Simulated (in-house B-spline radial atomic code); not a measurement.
Atomic self-consistent-field run: Mn IV (Mn3+) (with a hole in an inner shell). Computed with a radial B-spline atomic code at the basis-set limit: Dirac-Kohn-Sham PBE, spherical fractional occupations, Fermi nucleus of rms radius 3.7057 fm.

In the input, a minus or plus after the letter marks the j = l - 1/2 or j = l + 1/2 subshell.

Command:
```bash
python run_scf.py task.json out
```
Settings (nuclear radius in fm, mass in u):
```
Z                25
configuration    1s2 2s2 2p6 3s2 3p-2 3p+3 3d5
hamiltonian      dirac
method           pbe,pbe
spin_polarised   False
nucleus          fermi
rms_radius       3.7057
atomic_mass      54.93804
speed_of_light   137.035999084
```

Output (hartree, bohr):
```
 radial grid: 68 intervals, B-splines of order 8, outer radius 18.6486 bohr

 iter        energy (Eh)    residual
    1       -1140.879765    6.57e-01
    2       -1148.054689    5.21e-01
    3       -1154.048096    1.10e-01
    4       -1154.433209    1.62e-02
    5       -1154.439620    1.20e-02
    6       -1154.443033    4.77e-03
    7       -1154.443675    2.25e-04
    8       -1154.443677    6.88e-06
    9       -1154.443677    2.53e-07
   10       -1154.443677    3.11e-09

 total energy                     -1154.44368
 kinetic                            1169.3298
 electron-nucleus                  -2728.2298
 Hartree                             455.3047
 exchange-correlation                -50.8484

 first-order corrections (not in the total)
   Gaunt                             0.4471
   retardation                      -0.0389
   frequency dependence             -0.0009
   self-energy                       0.2974
   Uehling                          -0.0246
   Wichmann-Kroll                    0.0001
   recoil                            0.0090

 orbital      occ     eigenvalue          <r>       <r^2>       <1/r>     <1/r^3>     <1/r^2>       r_max    small
 1s1/2      2.000      -237.7705     0.060895  0.00498701     24.9298           -     1273.06     0.03987  8.07e-03
 2s1/2      2.000       -28.7667     0.279086   0.0920601      5.3267           -     120.088      0.2324  1.47e-03
 2p1/2      2.000       -24.8547     0.244861   0.0738454     5.27013           -     38.9627      0.1866  1.45e-03
 2p3/2      4.000       -24.4705     0.247808   0.0754978     5.18343     410.187     36.9557       0.189  1.43e-03
 3s1/2      2.000        -4.5160     0.842388    0.817076     1.68069           -     18.1207      0.7334  3.22e-04
 3p1/2      2.000        -3.3890     0.880882    0.910368     1.56122           -     5.53464      0.7427  2.86e-04
 3p3/2      3.000        -3.3407     0.889138    0.927323     1.54223      51.935     5.26259      0.7495  2.82e-04
 3d3/2      2.000        -1.5495      1.03377     1.33783     1.24889     4.89129     2.08683      0.7369  1.94e-04
 3d5/2      3.000        -1.5443      1.03694     1.34585     1.24467     4.82443     2.07088       0.739  1.94e-04
```

Time taken, with all properties: 0.97 s on 1 thread of Intel(R) Xeon(R) 6975P-C (shared host).

For the Dirac Hamiltonian the kinetic term is c α·p + (β - 1)c².
